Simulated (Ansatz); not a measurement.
Total energies of `Sc1cc2sc(-c3cc4sc(-c5cc6sc(-c7cc8sc(S)cc8s7)cc6s5)cc4s3)cc2s1` from Ansatz at PBE0-D4/def2-SVP, gas phase (1 Eh = 27.2114 eV = 2625.5 kJ/mol). The reference geometry is relaxed at PBE-D4/def2-SVP.

| state | geometry | energy (Eh) |
| --- | --- | --- |
| charge 0 singlet | reference | -4898.22193 |
| charge 1 doublet | reference | -4897.99114 |
| charge -1 doublet | reference | -4898.28330 |
| free S atom (triplet) | – | -397.83788 |
| free C atom (triplet) | – | -37.76066 |
| free H atom (doublet) | – | -0.50029 |

Single mean-field runs in def2-SVP are fitted with def2-universal-jkfit.

(1) Work out the vertical ionisation energy to the doublet.

(2) Work out the vertical electron affinity, to the doublet.

(3) Give the fundamental gap IE − EA, the Mulliken electronegativity (IE + EA)/2 and the hardness (IE − EA)/2.

(4) What is the binding energy per atom against free atoms?

(1) E(charge 1 doublet) − E(charge 0 singlet) = -4897.99114 − (-4898.22193) = 0.23079 Eh = 6.28 eV. For comparison, −ε of the highest occupied level is 5.35 eV at this level, 0.93 eV less.

(2) E(charge 0 singlet) − E(charge -1 doublet) = -4898.22193 − (-4898.28330) = 0.06137 Eh = 1.67 eV. The basis lacks diffuse functions, which makes affinities too small.

(3) From the values in Eh: IE − EA = 0.23079 − 0.06137 = 0.16942 Eh = 4.61 eV; (IE + EA)/2 = 3.98 eV; (IE − EA)/2 = 2.31 eV. The HOMO–LUMO gap of the same run is 2.83 eV, 1.78 eV smaller than the fundamental gap.

(4) Atoms: 10 × (-397.83788) + 24 × (-37.76066) + 10 × (-0.50029) = -4889.63754 Eh. Binding: -4889.63754 − (-4898.22193) = 8.58439 Eh = 233.59 eV, or 5.31 eV for each of 44 atoms (no zero-point energy, no counterpoise term).
